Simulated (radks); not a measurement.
Task: Radial electron density D(r) = 4 pi r^2 rho(r) of an atom or ion with 32 electrons. All-electron calculation, Dirac Kohn-Sham, LDA (Slater exchange, Perdew-Wang correlation), spin-unpolarised, spherical densities, finite nucleus; Fermi nuclear charge, rms radius of each element as measured or else 0.836 A^(1/3) + 0.57 fm. Program: a radial shooting solver on a logarithmic mesh with Libxc functionals.

r (bohr),D(r) (e/bohr)
0.001968,1.387
0.002273,1.796
0.002625,2.317
0.003031,2.980
0.003501,3.815
0.004043,4.860
0.004669,6.157
0.005393,7.748
0.006228,9.677
0.007192,11.98
0.008306,14.69
0.009593,17.79
0.01108,21.27
0.01279,25.04
0.01478,28.97
0.01707,32.86
0.01971,36.43
0.02276,39.37
0.02629,41.37
0.03036,42.19
0.03506,41.73
0.04049,40.14
0.04676,37.89
0.054,35.72
0.06237,34.49
0.07203,34.97
0.08318,37.46
0.09607,41.54
0.1109,45.97
0.1281,49.04
0.1492,49.08
0.1723,45.44
0.1989,39.12
0.2298,32.32
0.2653,27.57
0.3064,26.40
0.3539,28.41
0.4087,31.44
0.472,32.83
0.5451,30.96
0.6296,26.00
0.7271,19.49
0.8397,13.28
0.9697,8.630
1.12,5.799
1.293,4.337
1.494,3.553
1.725,2.917
1.992,2.215
2.301,1.485
2.657,0.8546
3.069,0.4139
3.544,0.1654
4.093,0.05327
4.727,0.01348
5.459,0.002597
6.305,0.0003666

What is the nuclear charge?

Result: Z = 34. The innermost maximum, from 1s, lies near gamma/Z bohr with gamma = sqrt(1 - (Z/c)^2) = 0.969, here 0.0285 bohr (found: 0.0308), and its height grows with Z. The density is that of the selenium ion Se2+ in [Ar] 3d10 4s2 4p2; the configuration itself is not fixed sharply by these data, and Z only to about a unit. D(r) has 3 maxima, at r = 0.0308, 0.139, 0.468 bohr, and minima at 0.0649, 0.299 bohr, inside which lie 2.09, 11.04 electrons.
